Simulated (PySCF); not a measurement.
Members of the series SiXY, Y = silyl; each row names its spin state. All species are isolated molecules in the gas phase. One relaxed conformer stands for each flexible species; it need not be the lowest. Strings in code marks are SMILES.

Quantity: adiabatic spin-state energy, in kJ/mol. The DFT solution of `[SiH][SiH3]` is unstable or spin-contaminated; the geometry comes from it.

A: `[C-]#[N+][Si][SiH3]`: multiplicity 3 minus multiplicity 1
B: `N#C[Si][SiH3]`: multiplicity 3 minus multiplicity 1
C: `C=C[Si][SiH3]`: multiplicity 3 minus multiplicity 1
D: `[SiH][SiH3]`: multiplicity 3 minus multiplicity 1
E: `C#C[Si][SiH3]`: multiplicity 3 minus multiplicity 1
F: `[SiH3][Si][SiH3]`: multiplicity 3 minus multiplicity 1

**Question.** Put the candidates in order of adiabatic spin-state energy, lowest first, for PBE-D3(BJ)/def2-TZVP // PBE0-D3(BJ)/def2-TZVP (PySCF).

**Answer.** F (31.79 kJ/mol), D (44.1 kJ/mol), C (51.5 kJ/mol), B (56.4 kJ/mol), E (58.2 kJ/mol), A (71.9 kJ/mol)
